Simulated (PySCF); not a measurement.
**UHF on O+ (oxygen, charge +1)**

Configuration: [He] 2s2 2p3, high-spin 4S determinant. All numbers are calculated (PySCF 2.14, the spin-free X2C one-electron Hamiltonian (Gaussian nucleus), in aug-cc-pVDZ-DK (4s3p2d, 23 functions)).

| Item | Value |
| --- | --- |
| Total energy | -74.405878 hartree |
| One-electron energy | -98.4774 hartree |
| Hartree (Coulomb) energy | 31.9816 hartree |
| Exchange energy | -7.9101 hartree |
| ⟨S²⟩ | 3.7551 |
| ⟨L²⟩ | 0.000 |
| Sum of ⟨r⟩ | 5.838 bohr |
| Sum of ⟨r²⟩ | 7.466 bohr² |
| Langevin diamagnetic susceptibility | -5.91 ×10⁻⁶ cm³/mol |
| Time after the integrals | 0.05 s of wall time on 1 thread of Neoverse-V1 (shared host) |

| shell | electrons | mean orbital energy (eV) | rms radius, mean of both spins (bohr) |
| --- | --- | --- | --- |
| 1s α | 1 | -583.29 | 0.230 |
| 1s β | 1 | -579.57 | 0.230 |
| 2s α | 1 | -56.484 | 1.20 |
| 2s β | 1 | -41.854 | 1.20 |
| 2p α | 3 | -36.157 | 1.22 |
